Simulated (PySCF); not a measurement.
NMR data sheet: C5H15NSi2

* Formula: C5H15NSi2
* SMILES: C[SiH2]/C=C/[SiH2]N(C)C
* InChI: InChI=1S/C5H15NSi2/c1-6(2)8-5-4-7-3/h4-5H,7-8H2,1-3H3/b5-4+
* Point group of the computed structure: C1
* Degrees of unsaturation: 1
* Carbon signals: 4
* Proton signals: 6

Bonds (- single, = double, # triple, : aromatic): C1-Si2, Si2-C3, C3=C4, C4-Si5, Si5-N6, N6-C7, N6-C8. C1 carries H9, H10, H11; Si2 carries H12, H13; C3 carries H14; C4 carries H15; Si5 carries H16, H17; C7 carries H18, H19, H20; C8 carries H21, H22, H23. Stereochemistry as in C[SiH2]/C=C/[SiH2]N(C)C.

No relativistic terms, isolated molecule, one averaged value for each set of equivalent atoms, single conformer. PBE0-D3(BJ)/def2-SVP structure; σ from GIAO-PBE0/pcSseg-1; PySCF 2.14.

References, each an isolated molecule treated in the same way: ¹H (31.27 ppm) and ¹³C (184.41 ppm) and ²⁹Si (351.99 ppm) vs TMS; ¹⁵N (265.67 ppm) vs NH3.

| carbon | δC, type | δH (multiplicity) | HMBC from (2–3 bonds) | span of the C tensor (ppm) |
| --- | --- | --- | --- | --- |
| C1 | -5.8, CH3 | 0.24 (t) | H14, H12/H13 | 8 |
| C3 | 162.3, CH | 7.17 (m) | H15, H16/H17, H12/H13, H9/H10/H11 | 282 |
| C4 | 160.3, CH | 7.12 (m) | H14, H16/H17, H12/H13 | 265 |
| C7/C8 | 39.7, CH3 | 2.45 (s) | H16/H17, H18/H19/H20/H21/H22/H23 | 62 |

Other nuclei:
```tsv
atoms	nucleus	environment	δ (ppm)	σ (ppm)
H16/H17	¹H	hydrogen on a silicon bonded to C, N	4.77	26.50
H12/H13	¹H	hydrogen on a silicon bonded to 2 C	4.37	26.90
Si5	²⁹Si	silicon bonded to C, N, 2 H	-20.3	372.3
Si2	²⁹Si	silicon bonded to 2 C, 2 H	-35.0	387.0
N6	¹⁵N	nitrogen bonded to 2 C, Si	15.4	250.3
```

- Carbon types of the structure: 2 × CH, 3 × CH3, leaving 4 H on heteroatoms.
- δC 162.3, 160.3: alkene CH; an sp2 carbon of a C=C bond.
- δC 39.7: methyl carbon bonded to N; pulled downfield by the heteroatom.
- δH 7.17, 7.12: hydrogen on an alkene CH; olefinic region.
- δH 2.45: hydrogen on a methyl carbon bonded to N; its carbon carries N, hence the downfield position.
- δH 0.24: hydrogen on a methyl carbon bonded to Si; an electropositive neighbour shields it, as in TMS itself.

Shifts are as computed. Against solution values, carbons near 30 ppm lie about +2 ppm off and those near 130 ppm about +5 ppm. Of 1309 compounds with measured shifts, 239 miss one by over three times the rms of a fit or turn the order of signals round; such compounds aren't used in these exercises. Experimental scales use liquid or dissolved standards, which lie at an offset from isolated NH3 (liquid NH3: subtract about 20 ppm). No couplings were computed; multiplicities are counted from neighbouring protons, with m where these are inequivalent, close in shift, in a saturated or five-membered ring or joined by F or P, and br s for small geminal =CH2 splittings.
